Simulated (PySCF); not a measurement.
A spin–spin coupling run with PySCF (density fitting, non-relativistic, gas phase) on SMILES C#CB(C#C)NC, C5H6BN:

```
$ OMP_NUM_THREADS=1 python probes_run.py task.json out

{"job": {"kind": "j", "xc": "CAM-B3LYP", "basis": "pcJ-1"}, "charge": 0, "multiplicity": 1}
C     -1.663692     1.607790     1.656967
C     -1.098646     0.786193     0.958538
B     -0.400223    -0.260724     0.072623
C     -1.230887    -1.294411    -0.708627
C     -1.885754    -2.113886    -1.325779
N      0.992148    -0.288606    -0.033621
C      1.942480     0.582422     0.607559
H     -2.170862     2.328918     2.272097
H     -2.467998    -2.835092    -1.871311
H      1.399977    -0.999800    -0.630453
H      1.407522     1.309482     1.232532
H      2.637863     0.020053     1.253470
H      2.544053     1.140505    -0.129827
```

Hardware: 1 thread of an Arm Neoverse V2, shared host. The job also computes field gradients.

Question: How large is the calculation?

Answer: 48 electrons, 249 basis functions and 871 auxiliary functions.

Question: How long does it take, and how much memory does it need?

Answer: 65 s of wall time, with 14 SCF cycles; peak memory 1.3 GiB. Times on a shared host scatter by some tens of per cent.

Question: And these other runs on the same molecule and hardware: GIAO shielding at B97-D/pcSseg-1; GIAO shielding at CAM-B3LYP/pcSseg-1; GIAO shielding at HF/pcSseg-1; GIAO shielding at LC-wPBE/pcSseg-1; GIAO shielding at OPBE/pcSseg-1; GIAO shielding at PBE0/6-31G?

Answer: B97-D/pcSseg-1: 149 functions, 17 s; CAM-B3LYP/pcSseg-1: 149 functions, 15 s; HF/pcSseg-1: 149 functions, 5.5 s; LC-wPBE/pcSseg-1: 149 functions, 21 s; OPBE/pcSseg-1: 149 functions, 18 s; PBE0/6-31G: 75 functions, 6.1 s.
